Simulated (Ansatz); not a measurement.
`F[C@H]1[C@H](F)C=C[C@@H]1F`, charge 0, multiplicity 1.

Task: Give a relaxed structure at PBE0-D4/def2-TZVP (Ansatz). (An estimate is asked.)

Result: Ansatz gave: 
Cartesian coordinates in Å:
```
F 0.634 2.312 0.165
C 0.777 0.936 0.186
C 0.060 0.316 1.338
C -0.644 -0.745 0.962
C -0.509 -1.003 -0.501
F -1.731 -1.253 -1.098
C 0.128 0.280 -1.028
F 1.025 0.044 -2.041
H 1.854 0.731 0.195
H 0.158 0.697 2.347
H -1.227 -1.390 1.607
H 0.134 -1.862 -0.724
H -0.660 0.937 -1.408
```
Point group Cs.
This is one stationary point; other conformers may exist.
